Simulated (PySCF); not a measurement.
**Assigning NMR signals**

Bonds (- single, = double, # triple, : aromatic): F1-C2 1.359 Å, C2-F3 1.336 Å, C2-O4 1.358 Å, O4-C5 1.398 Å, C5-F6 1.384 Å, C5-Si7 1.931 Å. C2 carries H8; C5 carries H9; Si7 carries H10, H11, H12. Stereochemistry as in FC(F)O[C@@H](F)[SiH3].

Computational details: NMR shieldings at PBE0/pcSseg-1/GIAO, geometry: GFN2-xTB, in PySCF (no solvent, one computed conformer, non-relativistic Hamiltonian, rapidly exchanging positions averaged).

δ = σ(ref) − σ, references computed at the same level: $^{13}$C (σ = 186.93 ppm) and $^{1}$H (σ = 31.72 ppm) against TMS.

Task: Assign these signals to the numbered atoms. $^{13}$C{$^{1}$H} NMR (computed): δ 122.2, 111.6.

Result: 
```tsv
δ (ppm)	atoms	environment	reason
122.2	C2	sp3 CH bonded to 2 F and O	3 electronegative neighbours deshield it
111.6	C5	sp3 CH bonded to F and O and Si	2 electronegative neighbours deshield it
```

Task: Assign these signals to the numbered atoms. $^{1}$H NMR (400 MHz, computed): δ 6.79 (m, 1H), 6.27 (m, 1H), 4.01 (m, 3H).

Result: 
6.79 → H8, hydrogen on an sp3 CH bonded to 2 F and O: its carbon carries F and O, hence the downfield position
6.27 → H9, hydrogen on an sp3 CH bonded to F and O and Si: its carbon carries F and O, hence the downfield position
4.01 → H10/H11/H12, hydrogen on a silicon bonded to C

Splittings by $^{19}$F in the carbon and heteronuclear signals aren't shown, as no couplings were computed. Shifts are as computed. Against solution values, carbons near 30 ppm lie about +3 ppm off and those near 130 ppm about +5 ppm. Of 1309 compounds with measured shifts, 239 miss one by over three times the rms of a fit or turn the order of signals round; such compounds aren't used in these exercises. Multiplicities follow the n + 1 count of equivalent neighbours, as no J values were calculated; m marks all less simple cases, F and P coupling included.
